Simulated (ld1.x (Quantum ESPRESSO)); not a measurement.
**PBE PAW dataset for manganese (Mn), scalar-relativistic all-electron reference.**

```
Element                 : Mn (Z = 25)
Generator               : ld1.x (Quantum ESPRESSO) 7.5
Type                    : PAW
Functional              : PBE
Relativity              : scalar-relativistic
Frozen core             : [Ne] 3s2
Valence charge          : 13
Reference configuration : 3p6 3d5 4s1 4p0 (charge +1)
Partial waves           : 4s (bound): rcut 2.10, rcutus 2.45 bohr; 4s channel at 0.05 Ry: rcut 2.10, rcutus 2.45 bohr; 3p (bound): rcut 1.25, rcutus 1.55 bohr; 4p (bound, empty): rcut 1.25, rcutus 1.55 bohr; 3d (bound): rcut 1.10, rcutus 1.30 bohr; 3d channel at -0.55 Ry: rcut 1.10, rcutus 1.30 bohr
Local potential         : all-electron potential smoothed inside 1.10 bohr (lloc = -2)
Core correction         : a·sin(br)/r model core, default radius (ld1.x builds one for every PAW set, though the input has nlcc=.false.)
Augmentation charge     : BESSEL, radius 0.80 bohr
```

All-electron outer shells of the reference configuration (PBE, scalar-relativistic, ld1.x):

| shell | level (eV) | outermost node (bohr) | outermost maximum (bohr) |
| --- | --- | --- | --- |
| 3s | -94.10 | 0.34 | 0.74 |
| 3p | -62.83 | 0.31 | 0.75 |
| 3d | -14.91 | – | 0.76 |
| 4s | -11.88 | 1.05 | 2.38 |
| 4p | -7.19 | 1.15 | 2.95 |

Calculated quality:

* Cutoffs needed: 60 Ry and 110 Ry (the cutoffs (Ry, on a coarse ladder) from which the occupation-weighted sum of valence levels, in a spherical-Bessel basis at the reference potential, stays within 10 and 1 mRy of its value at 400 Ry)
* Ghost test: ghost state, extra bound levels that the all-electron valence spectrum of the same l lacks: s at -33.5 eV; a true bound ghost makes a file unfit for plane-wave use (spherical-Bessel basis up to 400 Ry, 20 bohr box)
* Largest excitation error: -66 meV (all-electron minus pseudo) for 3p6 3d4 4s0 4p0, out of 7 test configurations
* Lowest eigenvalue of the overlap operator: 0.14 (p channel)

Generation and tests took about 2.6 s on one core of a shared server CPU.
